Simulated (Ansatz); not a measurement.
**Molecular dynamics of Cl$_{3}$FZr**

Input:

```yaml
crystal:
  periodic: [false, false, false]
  atoms:
    - { symbol: Zr, position_ang: [0.000492, 0.0, -0.024926] }
    - { symbol: F, position_ang: [0.000232, 0.0, 1.855056] }
    - { symbol: Cl, position_ang: [2.199321, 0.0, -0.788986] }
    - { symbol: Cl, position_ang: [-1.098722, 1.904183, -0.789372] }
    - { symbol: Cl, position_ang: [-1.098722, -1.904183, -0.789372] }
basis:
  gaussian: { orbitals: def2-SVP }
hamiltonian:
  xc: pbe0
  dispersion: d4
md:
  timestep: 1.0
  n_steps: 150
  ensemble: nvt_nose_hoover
  temperature: 1000.0
  initial_velocities: maxwell_boltzmann
  seed: 997100
  nose_hoover: { tau: 50.0, chain_length: 3 }
```

Run as:

```bash
$ ansatz run input.yaml --threads 2 --pin off --max-ram 3072MiB --backend cpu --events-out ev --progress --plain --runs-dir out
```

It starts from a relaxed structure.

Output, in part (step lines, the closing report, with atoms numbered from 0):

```
md step     0: t =     0.00 fs  T =  1000.0 K  F+E_penalty+E_count = -41545.29901065 eV  E_kin = 0.387780 eV  conserved = -41544.91123065 eV  (28 SCF iters)
[... lines left out ...]
Total energy: -41545.02839901 eV, -1526.7516334318 hartree
Atom 0 at    -0.011543     0.031913    -0.072819 Å, force    -0.233421    -0.347363     1.520728 eV/Å
Atom 1 at    -0.099637     0.039928     1.886001 Å, force     0.232083    -0.036596    -2.180814 eV/Å
Atom 2 at     2.235900    -0.122720    -0.848832 Å, force    -0.894089     0.199686     0.328073 eV/Å
Atom 3 at    -1.131971     2.066830    -0.667926 Å, force     0.510452    -0.975860     0.081108 eV/Å
Atom 4 at    -1.017562    -2.047629    -0.744315 Å, force     0.384975     1.160134     0.250904 eV/Å
Dipole moment:     0.018954     0.053376    -0.126484 e Å
```

The steps, from the saved trajectory:

```json
{"time (fs)": "0", "T (K)": "1000", "potential energy less start (eV)": "0.000", "conserved less start (meV/atom)": "0.00"}
{"time (fs)": "5", "T (K)": "924", "potential energy less start (eV)": "0.030", "conserved less start (meV/atom)": "0.02"}
{"time (fs)": "10", "T (K)": "789", "potential energy less start (eV)": "0.083", "conserved less start (meV/atom)": "0.05"}
{"time (fs)": "15", "T (K)": "729", "potential energy less start (eV)": "0.108", "conserved less start (meV/atom)": "0.06"}
{"time (fs)": "20", "T (K)": "766", "potential energy less start (eV)": "0.097", "conserved less start (meV/atom)": "0.04"}
{"time (fs)": "25", "T (K)": "795", "potential energy less start (eV)": "0.090", "conserved less start (meV/atom)": "0.01"}
{"time (fs)": "30", "T (K)": "707", "potential energy less start (eV)": "0.131", "conserved less start (meV/atom)": "0.02"}
{"time (fs)": "35", "T (K)": "569", "potential energy less start (eV)": "0.192", "conserved less start (meV/atom)": "0.06"}
{"time (fs)": "40", "T (K)": "542", "potential energy less start (eV)": "0.211", "conserved less start (meV/atom)": "0.05"}
{"time (fs)": "45", "T (K)": "564", "potential energy less start (eV)": "0.214", "conserved less start (meV/atom)": "0.01"}
{"time (fs)": "50", "T (K)": "471", "potential energy less start (eV)": "0.264", "conserved less start (meV/atom)": "0.02"}
{"time (fs)": "55", "T (K)": "281", "potential energy less start (eV)": "0.351", "conserved less start (meV/atom)": "0.06"}
{"time (fs)": "60", "T (K)": "140", "potential energy less start (eV)": "0.414", "conserved less start (meV/atom)": "0.08"}
{"time (fs)": "65", "T (K)": "149", "potential energy less start (eV)": "0.418", "conserved less start (meV/atom)": "0.07"}
{"time (fs)": "70", "T (K)": "286", "potential energy less start (eV)": "0.378", "conserved less start (meV/atom)": "0.03"}
{"time (fs)": "75", "T (K)": "387", "potential energy less start (eV)": "0.363", "conserved less start (meV/atom)": "0.01"}
{"time (fs)": "80", "T (K)": "306", "potential energy less start (eV)": "0.421", "conserved less start (meV/atom)": "0.06"}
{"time (fs)": "85", "T (K)": "223", "potential energy less start (eV)": "0.470", "conserved less start (meV/atom)": "0.12"}
{"time (fs)": "90", "T (K)": "404", "potential energy less start (eV)": "0.417", "conserved less start (meV/atom)": "0.06"}
{"time (fs)": "95", "T (K)": "616", "potential energy less start (eV)": "0.361", "conserved less start (meV/atom)": "0.02"}
{"time (fs)": "100", "T (K)": "620", "potential energy less start (eV)": "0.386", "conserved less start (meV/atom)": "0.08"}
{"time (fs)": "105", "T (K)": "586", "potential energy less start (eV)": "0.420", "conserved less start (meV/atom)": "0.13"}
{"time (fs)": "110", "T (K)": "750", "potential energy less start (eV)": "0.375", "conserved less start (meV/atom)": "0.13"}
{"time (fs)": "115", "T (K)": "1134", "potential energy less start (eV)": "0.250", "conserved less start (meV/atom)": "0.09"}
{"time (fs)": "120", "T (K)": "1510", "potential energy less start (eV)": "0.131", "conserved less start (meV/atom)": "0.02"}
{"time (fs)": "125", "T (K)": "1540", "potential energy less start (eV)": "0.142", "conserved less start (meV/atom)": "0.02"}
{"time (fs)": "130", "T (K)": "1246", "potential energy less start (eV)": "0.270", "conserved less start (meV/atom)": "0.15"}
{"time (fs)": "135", "T (K)": "1194", "potential energy less start (eV)": "0.298", "conserved less start (meV/atom)": "0.16"}
{"time (fs)": "140", "T (K)": "1443", "potential energy less start (eV)": "0.207", "conserved less start (meV/atom)": "0.04"}
{"time (fs)": "145", "T (K)": "1481", "potential energy less start (eV)": "0.195", "conserved less start (meV/atom)": "0.05"}
{"time (fs)": "150", "T (K)": "1279", "potential energy less start (eV)": "0.271", "conserved less start (meV/atom)": "0.12"}
```

All steps were run. The conserved energy stayed within 0.19 meV per atom of its start (net change 0.12 meV per atom), so the integration is sound. A run of 0.15 ps of so small a system gives no equilibrium averages.

The same pairs are bonded in the first frame and the last. Pairs count as bonded within 1.25 times the sum of covalent radii (0.12 Å more for H–H).

Last frame:

```xyz
5
Properties=species:S:1:pos:R:3
Zr -0.011 0.032 -0.073
F -0.100 0.040 1.886
Cl 2.236 -0.123 -0.849
Cl -1.132 2.067 -0.668
Cl -1.018 -2.048 -0.744
```

Run time: 3 min on 2 threads of AMD EPYC 9R45 96-Core Processor (Zen 5), on a shared host, peak memory 0.25 GiB.
